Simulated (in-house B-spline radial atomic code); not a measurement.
## I⁸⁺: [Kr] 4d9

Level of theory: Dirac-Kohn-Sham B3LYP, spherical fractional occupations, exact exchange averaged over the configuration, Fermi nucleus of rms radius 4.75 fm; calculated with an all-electron radial atomic-structure program (B-spline basis).

Screening seen three ways: the hydrogenic charge with the same mean radius, Z_r = [3n² - l(l+1)]/(2<r>), the one with the same energy, Z_e = n√(-2ε), and Slater's rules. Values are occupation-weighted means over j. An effective charge above Z reflects the relativistic contraction of the inner shells.

| shell | electrons | ε (eV) | <r> (bohr) | Z_r | Z_e | Slater |
| --- | --- | --- | --- | --- | --- | --- |
| 1s | 2 | -33162 | 0.02722 | 55.10 | 49.37 | 52.70 |
| 2s | 2 | -5244.6 | 0.1167 | 51.41 | 39.27 | 48.85 |
| 2p | 6 | -4726.9 | 0.1023 | 48.90 | 37.28 | 48.85 |
| 3s | 2 | -1162.2 | 0.3134 | 43.08 | 27.73 | 41.75 |
| 3p | 6 | -992.56 | 0.3113 | 40.16 | 25.62 | 41.75 |
| 3d | 10 | -734.6 | 0.2882 | 36.43 | 22.04 | 31.85 |
| 4s | 2 | -302.04 | 0.7329 | 32.75 | 18.85 | 25.25 |
| 4p | 6 | -247.44 | 0.7786 | 29.54 | 17.06 | 25.25 |
| 4d | 9 | -165.93 | 0.8758 | 23.98 | 13.97 | 14.20 |

The least bound orbital is 4d5/2 at -165.2 eV, and it is also the most diffuse (<r> = 0.8794 bohr).

Spin-orbit splittings of the orbital energies (j = l + 1/2 above j = l - 1/2 when positive): 2p 299.1 eV, 3p 56.66 eV, 3d 11.89 eV, 4p 11.44 eV, 4d 1.898 eV.

For the 1s electron the small component carries 3.81 % of the norm, the zero-frequency Breit interaction raises the level by 81.76 eV, self-energy by 46.87 eV, and vacuum polarisation lowers it by 6.467 eV.

The density falls to 0.001 bohr⁻³ at 2.253 bohr; Σ<r²> = 15.314 bohr² gives, by the non-relativistic formula and without the paramagnetism of open shells, a Langevin diamagnetic susceptibility of -12.13×10⁻⁶ cm³/mol.
